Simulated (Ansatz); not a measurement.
Mg₂Al₂. Charge 0, multiplicity 1. Geometry relaxed at PBE0-D4/def2-TZVP.

```tsv
atom	x (Å)	y (Å)	z (Å)
Al1	-0.6272	0.5734	-1.3934
Al2	1.2508	-0.9824	-0.3631
Mg3	-1.2601	-0.9801	0.8178
Mg4	0.6366	1.3891	0.9388
```

The restricted singlet is unstable: a solution with broken spin symmetry lies lower. The structure comes from a short search, and lower isomers may exist.

**Question.** Estimate the harmonic wavenumbers at RKS PBE0-D4/def2-TZVP (Ansatz, unscaled). Is this a minimum?

**Answer.** 139, 152, 153, 219, 241, 282 cm⁻¹. Yes, no mode is imaginary beyond noise. Zero-point energy 7.1 kJ/mol. It took 74 s on 2 threads of Intel Xeon Platinum 8488C on a shared host.
